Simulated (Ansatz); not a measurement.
Computed with Ansatz on PBE0-D4/def2-TZVP structures; ΔE is electronic, products minus reactants. CCSD(T)/CBS adds triple-zeta CCSD(T) − MP2 to the extrapolated MP2 energy (def2 sets, frozen cores). Each species was taken in one conformer, which may not be the lowest.

Reaction (isomerisation): `CO[SiH2]C[SiH3]` → `C[SiH](C)O[SiH3]`

```tsv
species	CCSD(T)/CBS(def2) energy (Eh)
`CO[SiH2]C[SiH3]`	-735.49105
`C[SiH](C)O[SiH3]`	-735.56952
```

(1) Work out ΔE.

Largest T1 diagnostic among the species: 0.011.

Results:

(1) ΔE = (-735.56952) − (-735.49105) = -0.07847 Eh = -206.0 kJ/mol.

From PBE to PBE0 (25 % exact exchange), in def2-TZVPP and without D4, ΔE moves by −6.4 kJ/mol.
